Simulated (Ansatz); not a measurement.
`C[B]([GaH2])[TeH]` + `[OH][AlH2]` → `[AlH2][O][GaH2]` + `CB[TeH]` at 600 K and 1 bar (cleavage of the Ga–B bond).

Calculated with Ansatz (gas phase, PBE0-D4/def2-TZVP geometries, no zero-point term in ΔE). CCSD(T)/CBS adds triple-zeta CCSD(T) − MP2 to the extrapolated MP2 energy (def2 sets, frozen cores). This one scheme is used for every species. def2 core potentials past Kr. For Ga, Te outer-core shells are correlated without core-valence functions, which leaves a few kJ/mol of doubt a bond. Scalar relativity is left out up to krypton.

| species | CCSD(T)/CBS energy (Eh) | H − E (kJ/mol) | S (J/(mol·K)) |
| --- | --- | --- | --- |
| `C[B]([GaH2])[TeH]` | -2258.11451 | 224.3 | 485.6 |
| `[OH][AlH2]` | -319.03157 | 103.2 | 300.4 |
| `[AlH2][O][GaH2]` | -2243.58748 | 131.4 | 400.6 |
| `CB[TeH]` | -333.59211 | 192.1 | 376.7 |

H − E and S are ideal-gas, rigid-rotor, harmonic terms from PBE0-D4/def2-TZVP. 1 Eh = 2625.50 kJ/mol, R = 8.31446 J/(mol·K).

By hand: ΔE, ΔH, ΔS and ΔG.

ΔE = (-2243.58748) + (-333.59211) − (-2258.11451) − (-319.03157) = -0.03351 Eh = -88.0 kJ/mol. Δ(H − E) = 131.4 + 192.1 − 224.3 − 103.2 = -4.0, so ΔH = -92.0 kJ/mol. ΔS = 400.6 + 376.7 − 485.6 − 300.4 = -8.7 J/(mol·K). ΔG = -92.0 − 600 × (-8.7)/1000 = -86.8 kJ/mol.

By hand: the equilibrium constant, and the temperature at which ΔG would vanish if ΔH and ΔS stayed fixed.

log₁₀ K = −ΔG/(RT ln 10) = 7.6. ΔG = 0 at ΔH/ΔS = 10575 K, far beyond where these terms or the molecules hold.

The number of gas molecules stays the same, so ΔS is small and ΔH decides. A doubt of 5 kJ/mol in ΔE shifts log₁₀ K by 0.4 here. These are equilibria of isolated gas molecules and say nothing of rates. Largest T1 diagnostic: 0.015 (customary marks: 0.02 for closed shells, 0.045 for open ones).
